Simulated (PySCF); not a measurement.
PySCF input file for Sb(F)2(TeH) (F2HSbTe), SMILES [F][Sb]([TeH])[F], C-PCM-M06-2X/def2-SVP. Geometry optimised at B3LYP-D3(BJ)/def2-SVP. The def2 effective core potentials stand for the cores of Sb, Te; spin–orbit coupling is left out.

```python
import numpy as np
from pyscf import gto, scf, dft
from pyscf.solvent import pcm

mol = gto.M(
    atom='''
    Sb   -1.13144627    0.36950668    0.00000001
    F    -1.58544260   -0.89328294    1.40236456
    F    -1.58544260   -0.89328291   -1.40236459
    Te    1.62338791   -0.08356290   -0.00000000
    H     1.82555533    1.57952285    0.00000001
    ''',
    basis='def2-SVP',
    ecp={'Sb': 'def2-svp', 'Te': 'def2-svp'},
    charge=0,
    spin=0,
    max_memory=1600,
    verbose=3,
)
mf = dft.RKS(mol, xc='m06-2x').density_fit(auxbasis='def2-universal-jkfit')
mf.grids.level = 4
mf.conv_tol = 1e-9
mf.max_cycle = 100
mf.kernel()
res = {}
for name, eps in {'water': 78.355, 'chloroform': 4.7113, 'acetonitrile': 35.688}.items():
    s = mf.PCM()
    s.with_solvent.method, s.with_solvent.eps, s.with_solvent.lebedev_order = 'C-PCM', eps, 29
    s.kernel(mf.make_rdm1())
    res[name] = (s.e_tot, eps, s.dip_moment(), s.mo_energy, s.converged)
    print(f'{name}: electrostatic solvation free energy {(s.e_tot - mf.e_tot) * 627.509474:.3f} kcal/mol')
```

Log of the run:

```
converged SCF energy = -708.219740580706

WARN: PCM is an experimental feature. It is still in testing.
Features and APIs may be changed in the future.

converged SCF energy = -708.233561669078
Dipole moment(X, Y, Z, Debye):  0.44376,  4.88462,  0.00000
water: electrostatic solvation free energy -8.673 kcal/mol

WARN: PCM is an experimental feature. It is still in testing.
Features and APIs may be changed in the future.

converged SCF energy = -708.230365747261
Dipole moment(X, Y, Z, Debye):  0.47608,  4.55779,  0.00000
chloroform: electrostatic solvation free energy -6.667 kcal/mol

WARN: PCM is an experimental feature. It is still in testing.
Features and APIs may be changed in the future.

converged SCF energy = -708.233307763439
Dipole moment(X, Y, Z, Debye):  0.44662,  4.85786,  0.00000
acetonitrile: electrostatic solvation free energy -8.514 kcal/mol
```

The calculation finished and met its thresholds.
